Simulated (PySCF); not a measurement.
chloro(fluoromethyl)silane (CH4ClFSi), SMILES FC[SiH2]Cl.

Coordinates come from a ωB97X-D3(BJ)/def2-SVP optimisation. Other conformers were not sampled.

The numbers are results of PBE/def2-TZVP run with PySCF, not measurements.

Isolated molecule, no solvent.

Q: Estimate the frontier levels, gap, dipole moment and polarisability. (An estimate is asked for; the answer gives what the named calculation found.)

A: 
The highest occupied level comes out as -7.21 eV and the lowest empty level is -0.87 eV. The orbital gap is 6.34 eV. The dipole moment is 2.10 D and the quadrupole, principal values (traceless, Buckingham form, about the centre of nuclear charge) comes out as -5.57, 1.95, 3.61 D·Å. The mean static polarisability comes out as 51.8 bohr³ (7.68 Å³) and the polarisability, principal values is 45.8, 50.2, 59.5 bohr³.
